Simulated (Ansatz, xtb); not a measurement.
**FH2NSSi: 4 structures ranked**

4 gas-phase structures of FH2NSSi, found in a search over its isomers (lower ones may exist). Each was relaxed with GFN2-xTB:

A. `[H]/N=[Si](\F)S`, a singlet
B. `F[Si@@H]1NS1`, a singlet
C. `N[Si](F)=S`, a singlet
D. `F/[SiH]=N/S`, a singlet

**Question.** Which do you expect lowest at r2SCAN-D4/def2-SVP, and how would the others follow?

**Answer.** Calculated order at r2SCAN-D4/def2-SVP: C (0.0), A (151.0), B (209.6), D (326.2) kJ/mol.

Energies above the lowest of each column, in kJ/mol; the last columns are at B3LYP-D3(BJ)/def2-SVP geometries and were run for some of them only (a dash: not run or not comparable):

```tsv
structure	GFN2-xTB	HF/STO-3G	r2SCAN-D4/def2-SVP	B3LYP-D3(BJ)/def2-SVP	CCSD(T)/def2-TZVP
C	0.0	0.0	0.0	0.0	0.0
A	79.5	150.1	151.0	147.9	142.9
B	134.0	84.4	209.6	199.8	187.7
D	133.9	245.7	326.2	–	–
```

Every level run on C puts it lowest or level with the lowest. Flexible structures stand in one conformer each, not always the lowest. Frequencies (B3LYP-D3(BJ)/def2-SVP) were run for A, B, C alone.

Over these structures GFN2-xTB departs from r2SCAN-D4/def2-SVP by 53.7 kJ/mol on average once a common shift is removed. A GFN2-xTB relaxation took about 0.076 s and the r2SCAN-D4/def2-SVP energy about 1.7 s on a shared host (Ansatz 0.2.0, xtb 6.7.1).
